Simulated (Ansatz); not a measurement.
Species: V, charge 0, sextet. This sextet is an excited state, 0.3 eV above the quartet at CCSD(T)/aug-cc-pwCVQZ-DK (Ansatz, an electronic-structure program).

Total energies in aug-cc-pwCVTZ-DK, 13 correlated electrons, 5 frozen orbitals. UHF or UKS for unpaired electrons; spin-orbit terms are left out. The -DK rows use spin-free X2C, correlate 3s3p of the metal (1s2s2p frozen) and give its partners the cc-pVXZ-DK valence sets. Open-shell metal atoms are single determinants, not pure terms.

```
method    program  energy (Eh)  minus CCSDT(Q) (mEh)
--------  -------  -----------  --------------------
HF         Ansatz   -948.13073                467.04
MP2        Ansatz   -948.58055                 17.22
CCSD       Ansatz   -948.58294                 14.83
CCSD(T)    Ansatz   -948.59705                  0.72
CCSDT(Q)   Ansatz   -948.59777                  0.00
```
